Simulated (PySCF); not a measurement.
Compound: Zr(OMe)2Cl2, C₂H₆Cl₂O₂Zr (singlet state).
Bonds: Zr1–O2, Zr1–O7, Zr1–Cl12, Zr1–Cl13, O2–C3, O7–C8. Hydrogens: H4, H5, H6 on C3; H9, H10, H11 on C8.

Level of theory: PySCF, PBE0-D3(BJ)/def2-SVP geometry optimisation, gas phase, def2 core potentials past Kr.

**Question.** List the bond lengths and angles at this level.

**Answer.** 
```csv
bond,length (Å)
"Zr1–O2, Zr1–O7",1.893
"Zr1–Cl12, Zr1–Cl13",2.367
"O2–C3, O7–C8",1.387
C3–H4 and 5 like bonds,1.103
```

Bonds in one row agree within 0.01 Å and their mean is given. A selection of angles:
```csv
angle,degrees
O2–Zr1–O7,111.5
O2–Zr1–Cl12,108.5
O7–Zr1–Cl12,108.5
Cl12–Zr1–Cl13,112.9
Zr1–O2–C3,177.2
O2–C3–H4,110.3
O2–C3–H5,110.9
H4–C3–H5,108.4
```

Zr1 (zirconium bonded to 2 Cl and 2 O) is tetrahedral (angles from 106.6° to 112.9°).

Point group: near Cs, missed by 0.17 Å at most; the miss may be what the optimiser left on a soft mode. Stationary, but not proved a minimum.
